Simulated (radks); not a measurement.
Valence configurations of neutral bismuth. Method: Dirac Kohn-Sham, LDA (Slater exchange, Perdew-Wang correlation), spin-unpolarised, spherical densities, point nucleus; open shells fill j = l - 1/2 first; computed with a radial shooting solver on a logarithmic mesh with Libxc functionals. Energies are relative to [Hg] 6p3; eigenvalues in eV.

| valence | E (eV) | e(4f5/2) | e(4f7/2) | e(5d3/2) | e(5d5/2) | e(6p1/2) |
|---|---|---|---|---|---|---|
| [Hg] 6p3 | 0.000 | -154.60 | -149.10 | -28.101 | -25.090 | -5.789 |
| [Xe] 4f14 5d10 6s1.5 6p3.5 | 5.176 | -155.62 | -150.13 | -29.055 | -26.032 | -6.267 |
| [Xe] 4f14 5d10 6s1 6p4 | 10.475 | -156.61 | -151.11 | -29.972 | -26.938 | -6.721 |
| [Xe] 4f14 5d9 6s2 6p4 | 22.962 | -160.81 | -155.31 | -32.784 | -29.637 | -7.197 |
| [Xe] 4f14 5d9 6s1.5 6p4.5 | 28.679 | -161.77 | -156.27 | -33.666 | -30.508 | -7.632 |
| [Xe] 4f14 5d9 6s1 6p5 | 34.505 | -162.71 | -157.21 | -34.523 | -31.354 | -8.051 |
| [Xe] 4f13.5 5d10 6s1.5 6p4 | 80.449 | -165.63 | -160.06 | -32.315 | -29.130 | -6.991 |
| [Xe] 4f13.5 5d9 6s1 6p5.5 | 112.69 | -172.81 | -167.23 | -37.800 | -34.469 | -8.747 |
| [Xe] 4f13 5d10 6s2 6p4 | 154.67 | -174.83 | -169.18 | -34.730 | -31.392 | -7.268 |
| [Xe] 4f12 5d10 6s2 6p5 | 328.70 | -195.69 | -189.89 | -41.541 | -37.875 | -8.722 |

NIST lists [Hg] 6p3 as the ground configuration; this level of theory agrees among the configurations tried. The energies are those of spherical spin-averaged densities, not of single terms.
